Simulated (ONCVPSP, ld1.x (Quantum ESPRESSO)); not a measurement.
# Potentials for Au (Z = 79) compared

Generated with ld1.x 7.5 (TM, RRKJ, ultrasoft, PAW), atompaw 4.2 or ONCVPSP 4.0.1. The cutoff is in Ry: for ld1.x and atompaw files where the sum of valence levels is converged to 10 mRy in a Bessel basis, for ONCV files where the hardest occupied wave has 1 mHa per electron of residual kinetic energy. The error is the largest all-electron minus pseudo excitation energy over each file’s own four to seven test configurations (ionisations up to +4, promotions, holes and added fractions of an electron), all of which were solved. The labels leave out finer settings (local radius, basis sizes, second energies), which also bear on the numbers. Spin-polarised tests are not counted. The rows are a selection from randomly drawn settings: files with unsolved tests, undetermined cutoffs or missed reference levels are left out.

A true bound ghost makes a file unfit for plane-wave use even where its test errors are small: the radial tests pick states by their node count and pass the ghost by.

```tsv
potential	cutoff (Ry)	largest error (meV)	bound ghosts
ONCV, LDA (Perdew-Wang 92), fully relativistic, rc 1.20/1.60/1.55 (spd), local smoothed, core correction yes, reference 5s2 5p6 5d10 6s0.5, qcut 8.3/10.7/6.6, projectors 2/2/1	65	+2.9	s
TM, PBE, scalar-relativistic, rc 1.75/1.65/1.50 (spd), local d, core correction no, reference 5p6 5d10 6s1 6p0	50	-170	s
ONCV, PW91, scalar-relativistic, rc 2.30/2.25/2.00/0.90 (spdf), local smoothed, core correction yes, reference 4f14 5d10 6s1, qcut 3/2.9/7.4/17.7, projectors 1/2/2/2	298	-20	s, p
ONCV, PBEsol, scalar-relativistic, rc 1.65/1.10/1.85 (spd), local smoothed, core correction yes, reference 5s2 5p6 5d10 6s1, qcut 7.9/8.3/7.2, projectors 2/1/2	156	+31	none
ONCV, PBE, scalar-relativistic, rc 1.45/1.15/2.00/0.75 (spdf), local f, core correction yes, reference 4f14 5s2 5p6 5d10, qcut 9.4/8.6/8.3/20.4, projectors 2/3/2/0	412	-166	s, p
ONCV, PBE, non-relativistic, rc 1.20/1.45/1.75 (spd), local smoothed, core correction no, reference 5s2 5p6 5d10, qcut 6/11.1/8, projectors 2/1/2	295	-7.8	none
```

**Question.** Fill in the row for Au: ONCV, PBEsol, scalar-relativistic, rc 1.65/1.45/1.90/1.00 (spdf), local smoothed, core correction yes, reference 4f14 5s2 5p6 5d10 6s1, qcut 6.3/12/8.5/18.1, projectors 2/2/2/2.

**Answer.** cutoff 282 Ry, largest error -17 meV, bound ghosts: none.

**Question.** Fill in the row for Au: ONCV, PBE, fully relativistic, rc 1.35/1.10/1.70 (spd), local smoothed, core correction yes, reference 5s2 5p6 5d10 6s0.75, qcut 7.9/7.2/8.2, projectors 2/3/1.

**Answer.** cutoff 221 Ry, largest error -6.7 meV, bound ghosts: p3/2, p1/2.

**Question.** Fill in the row for Au: ONCV, PBE, fully relativistic, rc 1.80/1.30/1.75/0.90 (spdf), local smoothed, core correction no, reference 4f14 5s2 5p6 5d10 6s1, qcut 5.9/12.1/9.6/15.6, projectors 2/2/2/2.

**Answer.** cutoff 632 Ry, largest error -3.0 meV, bound ghosts: s, p3/2.
